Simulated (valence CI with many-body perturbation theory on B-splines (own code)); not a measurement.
# Au XLIX: key properties

Method: valence CI with perturbative core correlation (CI+MBPT): three valence electrons over a frozen Dirac-Fock core [Ar] 3d10, a basis of 11 s, 11 p, 10 d, 8 f, 5 g, 2 h functions for each j, with the one-electron correlation potential Σ1 (screened to all orders), the two-electron term Σ2, the three-electron term Σ3, Breit, model QED; selected single and double excitations, second order for the rest, scaled by the run's own slope (own B-spline code, finite nucleus).

The last digits are not significant, and no measured levels were compared; by estimate large intervals hold to a few tenths of a per cent, small ones and those within an open d or f shell to about a per cent.

Levels are named by their leading jj configuration (3d3/2^4 stands for four electrons in 3d with j = 3/2), which in mixed levels can hold well under half, so a name can repeat and another be missing.

Rates and lifetimes use the calculated energies. Strong lines usually hold to 10 to 20 %, long lifetimes can be off by a factor of two.

**Question.** What is the ground level?

**Answer.** (4s^2 4p1/2) J=1/2, composition 100 % 4s2.4p 2P°, g = 0.658.

**Question.** Where does the other parity begin?

**Answer.** At (4s 4p1/2^2) J=1/2, 886.45 × 10³ cm⁻¹.

**Question.** Name the longest-lived excited levels whose lifetime is computed, and their main decay.

**Answer.** (4s 4p3/2 4d5/2) J=9/2 at 4605.9 × 10³ cm⁻¹ lives 83.5 ns, mostly by M1 to (4s 4p1/2 4d5/2) J=7/2; (4s^2 4p3/2) J=3/2 at 1123.2 × 10³ cm⁻¹ lives 60.6 ns, mostly by M1 to (4s^2 4p1/2) J=1/2.

**Question.** How well does LS coupling describe the low levels?

**Answer.** Among the lowest 20 levels the leading LS term, summed over configurations, holds 66 % on average. For single configurations the figures are 65 % in LS and 97 % in jj coupling. Terms mix most in the J = 3/2 level at 3460.4 × 10³ cm⁻¹, where the leading one holds 36 %.

**Question.** What is the ionisation energy?

**Answer.** 2709 eV; NIST lists 2708 ± 4 eV (theoretical).

**Question.** Among levels below 7994.3 × 10³ cm⁻¹, which E1 lines absorb most strongly from the ground level?

**Answer.** to (4s^2 4d3/2) J=3/2 at 3.894 nm, f = 0.850; to (4s 4p1/2 4p3/2) J=3/2 at 4.830 nm, f = 0.429; to (4s 4p1/2 4p3/2) J=1/2 at 4.786 nm, f = 0.391.
